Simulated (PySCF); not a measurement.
**A small calculation by hand: oscillator strength and radiative lifetime**

H₉N₃Si₂, SMILES N[SiH2]N[SiH2]N.

Coordinates come from a B3LYP-D3(BJ)/def2-SVP optimisation. Other conformers were not sampled.

TDA-PBE0/def2-SVPD in PySCF puts the first singlet state with f over 0.02 at 6.44 eV (vertical), with the transition dipole (0.000, 0.000, -0.380) in atomic units.

Problem. Find the oscillator strength, the wavelength and the radiative lifetime that this transition would have in vacuum if emission retraced absorption.

Solution. 
|μ|² = 0.1444 au, so |μ| = 0.97 D. ΔE = 6.44/27.211 = 0.2367 hartree. f = (2/3) ΔE |μ|² = 0.023 (the program prints 0.023).
λ = 1239.84/6.44 = 193 nm; ν = 51942 cm⁻¹.
Einstein's coefficient A = 0.6670 ν² f s⁻¹ (ν in cm⁻¹) = 4.1e7 s⁻¹, so τ = 1/A = 24 ns. This state is S1. The figure is the radiative limit of this one transition; relaxation, internal conversion, crossing to triplets and a medium change what is measured.
